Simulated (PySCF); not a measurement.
**Reproducing measurements on C4H4Se**

**Experimental background.**

From NIST CCCBDB Release 22 (SRD 101), experimental dipoles, for the gas: dipole moment 0.398 ± 0.01 D.

The results are set against them at the end.

C4H4Se.
Numbering: `[cH:1]1[cH:2][cH:3][se:4][cH:5]1` (hydrogens: H6 on C1; H7 on C2; H8 on C3; H9 on C5)

Cartesian coordinates in Å at the LC-wPBE/def2-SVP level; atoms count from 1:
```
atom  x, y, z in Å
C1     0.7170   -0.1450   -0.6728
C2    -0.7058    0.0181   -0.6961
C3    -1.2686    0.1958    0.5277
Se4   -0.0096    0.1742    1.8683
C5     1.2650   -0.0938    0.5692
H6     1.3125   -0.2971   -1.5750
H7    -1.2909    0.0015   -1.6175
H8    -2.3269    0.3384    0.7452
H9     2.3204   -0.1930    0.8219
```

The PySCF runs (gas phase, on this LC-wPBE/def2-SVP geometry; no spin–orbit coupling):

```csv
level,job,basis functions,wall time
"LC-wPBE/def2-SVP, grid level 1",geometry optimisation from a GFN2-xTB start,108,57 s
```

Hardware: an Arm Neoverse V1 with one thread, on a shared host.

## Comparison

**Dipole moment.** Measured: 0.398 D (NIST CCCBDB Release 22 (SRD 101), experimental dipoles).

| level | computed (D) | computed − measured (D) | % (from the printed values) |
| --- | --- | --- | --- |
| LC-wPBE/def2-SVP | 0.325 | -0.073 | -18 |

The computed dipoles belong to one fixed geometry; measured ones are averaged over vibrations unless marked μe. Magnitudes are compared, not signs.

The geometry is computed, not the measured one. Where a level misses, the cause wasn't examined.
